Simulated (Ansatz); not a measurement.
One change: `Cl[SiH2][GeH3]` becomes `[SiH3][GeH3]`.

Ansatz, PBE0-D4/def2-TZVP geometries, multiplicity 1. 

Scalar relativity is left out up to krypton.

| property | `Cl[SiH2][GeH3]` |
| --- | --- |
| HOMO–LUMO gap (PBE/def2-TZVPP) / eV | 5.69 |
| HOMO–LUMO gap (PBE0/def2-TZVPP) / eV | 7.71 |
| HOMO energy (B3LYP/def2-TZVPP) / eV | -7.94 |
| LUMO energy (B3LYP/def2-TZVPP) / eV | -0.62 |
| HOMO energy (PBE0/def2-TZVPP) / eV | -8.15 |
| ideal-gas entropy at 298 K and 1 bar (rigid rotor, harmonic PBE0-D4/def2-TZVP) / J/(mol·K) | 336 |

What does the change do to each property? (Estimate.)

Computed: 
| property | `[SiH3][GeH3]` | shift |
| --- | --- | --- |
| HOMO–LUMO gap (PBE/def2-TZVPP) / eV | 6.73 | 1.04 |
| HOMO–LUMO gap (PBE0/def2-TZVPP) / eV | 8.66 | 0.95 |
| HOMO energy (B3LYP/def2-TZVPP) / eV | -8.10 | -0.16 |
| LUMO energy (B3LYP/def2-TZVPP) / eV | 0.09 | 0.71 |
| HOMO energy (PBE0/def2-TZVPP) / eV | -8.30 | -0.15 |
| ideal-gas entropy at 298 K and 1 bar (rigid rotor, harmonic PBE0-D4/def2-TZVP) / J/(mol·K) | 293 | -43 |

With PBE0 the HOMO falls by 0.15 eV and the LUMO rises by 0.80 eV, so the gap widens by about 0.95 eV. PBE moves the HOMO by -0.21 eV and ωB97M-V by -0.15 eV.

B3LYP here is the variant with VWN-RPA as its local correlation; programs differ in this.
